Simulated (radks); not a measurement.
Results of a calculation; reference values are marked as such.
Problem. Orbital eigenvalues (eV) of neutral terbium, [Xe] 4f9 6s2, of relativity; Dirac values are averaged over j with weights 2j + 1. Spin-unpolarised spherical Kohn-Sham, PBE, point nucleus unless stated (finite: rms radius 5.06 fm), a radial shooting solver on a logarithmic mesh with Libxc functionals. A level marked "c x" has the speed of light scaled by that factor and shares open shells by 2j + 1; other Dirac levels either fill j = l - 1/2 first or share by 2j + 1.

| shell | non-rel. |
|---|---|
| 3s | -1711.7 |
| 3p | -1545.8 |
| 3d | -1236.6 |
| 4s | -330.79 |
| 4p | -265.49 |
| 4d | -148.90 |
| 5s | -41.088 |
| 5p | -24.025 |
| 4f | -6.7466 |
| 6s | -3.4651 |
| 5d (empty) | -1.9850 |
| 6p (empty) | -1.3378 |

Give the values at the level "Dirac, c x 5".

Solution. 
shell       Dirac, c x 5  change of magnitude (%)
3s               -1718.5                    +0.39
3p               -1548.3                    +0.16
3d               -1236.2                    -0.04
4s               -332.39                    +0.48
4p               -266.06                    +0.21
4d               -148.81                    -0.06
5s               -41.295                    +0.50
5p               -24.052                    +0.11
4f               -6.5896                    -2.33
6s               -3.4723                    +0.21
5d (empty)       -1.9560                    -1.46
6p (empty)       -1.3320                    -0.43
